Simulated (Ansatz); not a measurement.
```xyz
18

C    -0.418   -0.815    2.072
C     0.424    0.091    1.188
N    -0.217    0.433   -0.069
C    -0.182   -0.579   -1.109
C     1.151   -0.659   -1.836
Ga   -1.008    2.026   -0.325
Cl   -1.983    2.470   -2.165
Cl   -0.988    3.507    1.204
H    -0.673   -1.749    1.566
H    -1.349   -0.318    2.354
H     0.124   -1.070    2.987
H     0.651    1.012    1.732
H     1.392   -0.384    0.984
H    -0.425   -1.556   -0.672
H    -0.973   -0.369   -1.834
H     1.135   -1.459   -2.581
H     1.364    0.282   -2.349
H     1.974   -0.863   -1.147
```

Charge 0, multiplicity 1.

(1) List the CAM-B3LYP/def2-TZVPP orbital energies in eV (Ansatz). (Estimate.)

Results:

(1) Computed: Occupied: -10140.68, -2764.28, -2764.28, -1252.26, -1109.56, -1109.48, -1109.43, -391.71, -279.75, -279.75, -278.64, -278.64, -259.04, -259.04, -198.08, -198.08, -197.96, -197.96, -197.94, -197.94, -152.69, -106.15, -105.99, -105.88, -27.38, -26.22, -26.15, -25.88, -25.81, -25.63, -24.19, -23.82, -23.25, -21.78, -19.67, -17.89, -15.99, -15.17, -14.13, -13.75, -13.36, -13.11, -12.35, -12.08, -12.01, -11.74, -11.42, -11.09, -10.91, -10.59, -10.43, -10.37, -8.18. Lowest empty: 0.10, 0.39, 1.86, 2.48, 2.63, 3.31, 3.53, 3.55.
